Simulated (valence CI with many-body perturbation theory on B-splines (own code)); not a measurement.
# Energy levels of Pt71+

Computed by configuration interaction combined with many-body perturbation theory (CI+MBPT): five valence electrons over a frozen Dirac-Fock core [He], radial functions for each j: 9 s, 9 p, 8 d, 6 f, 3 g, 1 h, with the one-electron correlation potential Σ1 (screened to all orders), the two-electron term Σ2, the three-electron term Σ3, Breit, model QED; selected single and double excitations, second order for the rest, scaled by the run's own slope (own B-spline code, finite nucleus).

The last digits are not significant, and no measured levels were compared; by estimate large intervals hold to a few tenths of a per cent, small ones and those within an open d or f shell to about a per cent. Among the levels kept, up to 3900 cm⁻¹ of a level comes from second order outside the variational space, and about a tenth of that is noise between levels of different J, which matters for small intervals.

Levels 1 to 45 of 54, with energies above the lowest level, (2s^2 2p1/2^2 2p3/2) J=3/2. "Leading %" is the weight of the configuration and term that name the level; weights of strongly mixed levels are sums over their largest components and can fall short, so below about 35 % the name and the second component can differ from the true leading terms, or belong to a minority configuration. In the jj column 3d3/2^4 stands for four electrons in 3d with j = 3/2.

| No. | Configuration | Term | J | E (eV) | Leading % | g | Second component | Leading jj |
| --- | --- | --- | --- | --- | --- | --- | --- | --- |
| 1 | 2s²2p³ | ²P° | 3/2 | 0 | 49 | 1.305 | 27 % 2s²2p³ ²D° | 2s^2 2p1/2^2 2p3/2 (100 %) |
| 2 | 2s²2p³ | ⁴S° | 3/2 | 1777 | 56 | 1.430 | 44 % 2s²2p³ ²D° | 2s^2 2p1/2 2p3/2^2 (100 %) |
| 3 | 2s²2p³ | ²D° | 5/2 | 1800 | 100 | 1.157 |  | 2s^2 2p1/2 2p3/2^2 (100 %) |
| 4 | 2s²2p³ | ²P° | 1/2 | 1858 | 100 | 0.609 |  | 2s^2 2p1/2 2p3/2^2 (100 %) |
| 5 | 2s2p⁴ | ⁴P | 5/2 | 2154 | 69 | 1.435 | 31 % 2s2p⁴ ²D | 2s 2p1/2^2 2p3/2^2 (100 %) |
| 6 | 2s2p⁴ | ²S | 1/2 | 2269 | 65 | 1.981 | 25 % 2s2p⁴ ⁴P | 2s 2p1/2^2 2p3/2^2 (100 %) |
| 7 | 2s2p⁴ | ²P | 3/2 | 2270 | 52 | 1.165 | 34 % 2s2p⁴ ²D | 2s 2p1/2^2 2p3/2^2 (100 %) |
| 8 | 2s²2p³ | ²P° | 3/2 | 3640 | 51 | 1.283 | 28 % 2s²2p³ ²D° | 2s^2 2p3/2^3 (99 %) |
| 9 | 2s2p⁴ | ⁴P | 3/2 | 3962 | 86 | 1.584 | 10 % 2s2p⁴ ²D | 2s 2p1/2 2p3/2^3 (100 %) |
| 10 | 2s2p⁴ | ²D | 5/2 | 4004 | 69 | 1.277 | 31 % 2s2p⁴ ⁴P | 2s 2p1/2 2p3/2^3 (100 %) |
| 11 | 2s2p⁴ | ²P | 1/2 | 4076 | 65 | 1.335 | 35 % 2s2p⁴ ⁴P | 2s 2p1/2 2p3/2^3 (100 %) |
| 12 | 2s2p⁴ | ²D | 3/2 | 4083 | 55 | 0.998 | 43 % 2s2p⁴ ²P | 2s 2p1/2 2p3/2^3 (100 %) |
| 13 | 2p⁵ | ²P° | 3/2 | 4499 | 99 | 1.294 |  | 2p1/2^2 2p3/2^3 (99 %) |
| 14 | 2s2p⁴ | ⁴P | 1/2 | 5873 | 40 | 1.884 | 35 % 2s2p⁴ ²S | 2s 2p3/2^4 (100 %) |
| 15 | 2p⁵ | ²P° | 1/2 | 6309 | 100 | 0.609 |  | 2p1/2 2p3/2^4 (100 %) |
| 16 | 2s²2p²3s | ⁴P | 1/2 | 9791 | 46 | 1.986 | 32 % 2s²2p²3s ²S | 2s^2 2p1/2^2 3s (100 %) |
| 17 | 2s²2p²3p | ²P° | 1/2 | 9905 | 47 | 0.642 | 38 % 2s²2p²3p ⁴D° | 2s^2 2p1/2^2 3p1/2 (100 %) |
| 18 | 2s²2p²3p | ²P° | 3/2 | 10446 | 35 | 1.318 | 20 % 2s²2p²3p ⁴D° | 2s^2 2p1/2^2 3p3/2 (100 %) |
| 19 | 2s²2p²3d | ²D | 3/2 | 10542 | 43 | 0.780 | 32 % 2s²2p²3d ⁴F | 2s^2 2p1/2^2 3d3/2 (100 %) |
| 20 | 2s²2p²3d | ²D | 5/2 | 10688 | 37 | 1.185 | 18 % 2s²2p²3d ⁴D | 2s^2 2p1/2^2 3d5/2 (100 %) |
| 21 | 2s²2p²3s | ⁴P | 3/2 | 11586 | 88 | 1.648 | 10 % 2s²2p²3s ²P | 2s^2 2p1/2 2p3/2 3s (100 %) |
| 22 | 2s²2p²3s | ²P | 1/2 | 11597 | 67 | 1.289 | 33 % 2s²2p²3s ⁴P | 2s^2 2p1/2 2p3/2 3s (100 %) |
| 23 | 2s²2p²3s | ²D | 5/2 | 11606 | 65 | 1.299 | 35 % 2s²2p²3s ⁴P | 2s^2 2p1/2 2p3/2 3s (100 %) |
| 24 | 2s²2p²3s | ²D | 3/2 | 11613 | 64 | 0.945 | 35 % 2s²2p²3s ²P | 2s^2 2p1/2 2p3/2 3s (100 %) |
| 25 | 2s²2p²3p | ⁴P° | 1/2 | 11699 | 49 | 1.727 | 28 % 2s²2p²3p ⁴D° | 2s^2 2p1/2 2p3/2 3p1/2 (100 %) |
| 26 | 2s²2p²3p | ⁴D° | 3/2 | 11705 | 55 | 1.120 | 22 % 2s²2p²3p ²D° | 2s^2 2p1/2 2p3/2 3p1/2 (100 %) |
| 27 | 2s²2p²3p | ²F° | 5/2 | 11718 | 50 | 1.035 | 30 % 2s²2p²3p ²D° | 2s^2 2p1/2 2p3/2 3p1/2 (100 %) |
| 28 | 2s²2p²3p | ²P° | 3/2 | 11765 | 43 | 1.296 | 25 % 2s²2p²3p ²D° | 2s^2 2p1/2 2p3/2 3p1/2 (99 %) |
| 29 | 2s2p³3s | ⁴P° | 5/2 | 11919 | 48 | 1.580 | 25 % 2s2p³3s ⁶S° | 2s 2p1/2^2 2p3/2 3s (99 %) |
| 30 | 2s2p³3s | ²P° | 3/2 | 11950 | 35 | 1.414 | 24 % 2s2p³3s ⁴S° | 2s 2p1/2^2 2p3/2 3s (99 %) |
| 31 | 2s2p³3s | ²P° | 1/2 | 12022 | 43 | 0.824 | 30 % 2s2p³3s ⁴D° | 2s 2p1/2^2 2p3/2 3s (99 %) |
| 32 | 2s2p³3s | ²P° | 3/2 | 12033 | 39 | 1.367 | 20 % 2s2p³3s ⁴S° | 2s 2p1/2^2 2p3/2 3s (99 %) |
| 33 | 2s2p³3p | ⁴P | 3/2 | 12044 | 30 | 1.648 | 20 % 2s2p³3p ⁶P | 2s 2p1/2^2 2p3/2 3p1/2 (100 %) |
| 34 | 2s2p³3p | ²D | 5/2 | 12044 | 26 | 1.318 | 19 % 2s2p³3p ⁴D | 2s 2p1/2^2 2p3/2 3p1/2 (100 %) |
| 35 | 2s2p³3p | ²P | 1/2 | 12137 | 36 | 1.256 | 18 % 2s2p³3p ⁴P | 2s 2p1/2^2 2p3/2 3p1/2 (99 %) |
| 36 | 2s2p³3p | ²D | 3/2 | 12139 | 36 | 0.957 | 21 % 2s2p³3p ⁴F | 2s 2p1/2^2 2p3/2 3p1/2 (99 %) |
| 37 | 2s²2p²3p | ⁴D° | 5/2 | 12230 | 52 | 1.402 | 34 % 2s²2p²3p ⁴P° | 2s^2 2p1/2 2p3/2 3p3/2 (100 %) |
| 38 | 2s²2p²3p | ²P° | 1/2 | 12235 | 37 | 1.548 | 30 % 2s²2p²3p ⁴P° | 2s^2 2p1/2 2p3/2 3p3/2 (99 %) |
| 39 | 2s²2p²3p | ²D° | 3/2 | 12240 | 53 | 1.117 | 20 % 2s²2p²3p ⁴P° | 2s^2 2p1/2 2p3/2 3p3/2 (100 %) |
| 40 | 2s²2p²3p | ²F° | 7/2 | 12246 | 65 | 1.210 | 35 % 2s²2p²3p ⁴D° | 2s^2 2p1/2 2p3/2 3p3/2 (100 %) |
| 41 | 2s²2p²3p | ⁴S° | 3/2 | 12269 | 33 | 1.407 | 30 % 2s²2p²3p ²P° | 2s^2 2p1/2 2p3/2 3p3/2 (99 %) |
| 42 | 2s²2p²3p | ²D° | 5/2 | 12277 | 66 | 1.169 | 15 % 2s²2p²3p ²F° | 2s^2 2p1/2 2p3/2 3p3/2 (100 %) |
| 43 | 2s²2p²3p | ²P° | 1/2 | 12303 | 87 | 0.621 | 7 % 2s²2p²3p ⁴D° | 2s^2 2p1/2 2p3/2 3p3/2 (100 %) |
| 44 | 2s²2p²3d | ⁴F | 3/2 | 12340 | 43 | 0.917 | 26 % 2s²2p²3d ²P | 2s^2 2p1/2 2p3/2 3d3/2 (100 %) |
| 45 | 2s²2p²3d | ⁴F | 5/2 | 12341 | 52 | 0.950 | 39 % 2s²2p²3d ²F | 2s^2 2p1/2 2p3/2 3d3/2 (100 %) |

The ionisation energy to 2s²2p² ³P0 of the next ion comes out as 18636 eV (NIST: 18630 ± 60 eV (theoretical)). All 54 levels together are meant to be complete up to 12503 eV.
